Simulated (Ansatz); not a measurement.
Basis sets compared for (KI)2 ring (K2I2). The state is a singlet with charge 0. Geometry PBE0-D4/def2-SVP. Ansatz on 4 threads of Arm Neoverse V1 on a shared host; times are rough, and most runs start from earlier orbitals.

```xyz
4

K    -0.138   -1.813   -1.096
I    -2.490    0.070    0.199
K     0.139    1.811    1.101
I     2.489   -0.067   -0.203
```

In the def2 sets I takes a core potential, while STO-3G treats all electrons; there is no spin–orbit coupling.

STO-3G and 6-31G are all-electron sets without relativity, so their totals don't compare with the def2 sets.

Binding counts from free atoms (K doublet, I doublet) in the same basis, without a counterpoise term.

| level | functions | energy (Eh) | HOMO (eV) | LUMO (eV) | binding per atom (eV) | wall time |
| --- | --- | --- | --- | --- | --- | --- |
| HF/STO-3G | 80 | -14887.8274 | -5.30 | 4.98 | – | 0.7 s |
| PBE-D4/def2-SVP | 100 | -1794.8489 | -4.94 | -1.48 | 2.12 | 1.4 s |
| PBE0-D4/def2-SVP | 100 | -1795.0089 | -6.03 | -0.98 | 2.15 | 1.9 s |

(1) Estimate the rows for HF/def2-TZVP, PBE-D4/def2-TZVP, PBE0-D4/def2-TZVP.

Answers

(1) 
| level | functions | energy (Eh) | HOMO (eV) | LUMO (eV) | binding per atom (eV) | wall time |
| --- | --- | --- | --- | --- | --- | --- |
| HF/def2-TZVP | 166 | -1791.8742 | -8.50 | 0.25 | 1.70 | 2.5 s |
| PBE-D4/def2-TZVP | 166 | -1795.0251 | -5.08 | -1.47 | 2.13 | 2.1 s |
| PBE0-D4/def2-TZVP | 166 | -1795.1802 | -6.15 | -0.96 | 2.15 | 3.3 s |
